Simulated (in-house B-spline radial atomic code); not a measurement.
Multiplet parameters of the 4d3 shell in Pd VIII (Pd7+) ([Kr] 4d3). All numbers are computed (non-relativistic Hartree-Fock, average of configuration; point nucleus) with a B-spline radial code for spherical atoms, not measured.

Slater integrals: F^2 = 91095 cm⁻¹, F^4 = 61016 cm⁻¹. Central-field spin-orbit parameter ζ(4d) = 2387 cm⁻¹ (bare central field on non-relativistic orbitals, without two-electron terms: too large for light atoms, too small for heavy ones).

What are Racah's B and C?

B = F^2/49 - 5F^4/441 = 1167 cm⁻¹, C = 35F^4/441 = 4843 cm⁻¹, C/B = 4.15.

Where do the terms lie in LS coupling, without spin-orbit interaction?

In cm⁻¹ above the Hund's-rule term (some of the terms):
| term | expression | energy |
| --- | --- | --- |
| 4F | 0B + 0C | 0 |
| 4P | 15B + 0C | 17509 |
| 2G | 4B + 3C | 19197 |
| 2H | 9B + 3C | 25033 |
| 2F | 24B + 3C | 42543 |

Is LS coupling a fair picture here?

Fits to spectra need these integrals scaled down, since correlation screens the repulsion. Here ζ is 2.04 times B, so the coupling is intermediate: spin-orbit interaction mixes the terms, and LS labels name only the largest part.
